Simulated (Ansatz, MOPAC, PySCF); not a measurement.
Species: PbBr (charge +1, singlet). SMILES: [Br][Pb+]
Geometry: optimised at B3LYP-D3(BJ)/def2-TZVP (Ansatz, a program for electronic structure).

Property: vertical ionisation energy to the doublet, in eV. Terms: LANL2DZ with its own core potentials from Na on; UHF or UKS for open shells; each state is the SCF solution reached for its charge and spin; def2 sets with scalar-relativistic core potentials past Kr; no spin-orbit coupling; valence correlation only (noble-gas shells and the d and f shells of earlier blocks). Ab initio and DFT rows: single points at B3LYP-D3(BJ) geometries (Ansatz). Semi-empirical rows: differences of heats of formation at the shared geometry for vertical values. The spin state of an ion or metal species was assumed, not searched.

| level | program | vertical ionisation energy to the doublet (eV) |
|---|---|---|
| AM1 | MOPAC | 15.26 |
| PM6 | MOPAC | 14.68 |
| MNDO | MOPAC | 15.58 |
| HF/LANL2DZ | Ansatz | 15.15 |
| M06-2X/LANL2DZ | PySCF | 16.49 |
| MP2/LANL2DZ | Ansatz | 15.65 |
| B3LYP/def2-TZVPD | Ansatz | 16.21 |
| PBE0/def2-TZVPD | Ansatz | 16.12 |

No value to compare with is used here. The 6 habitual levels span 14.68 (PM6) to 16.49 eV (M06-2X/LANL2DZ); PBE0/def2-TZVPD gives 16.12.

The levels are drawn from those run, B3LYP/6-31G* more often than the rest, none by its result; left out are runs that failed, that the program found above a lower state of the same kind, or whose <S^2> lies over 0.5 above the pure value.
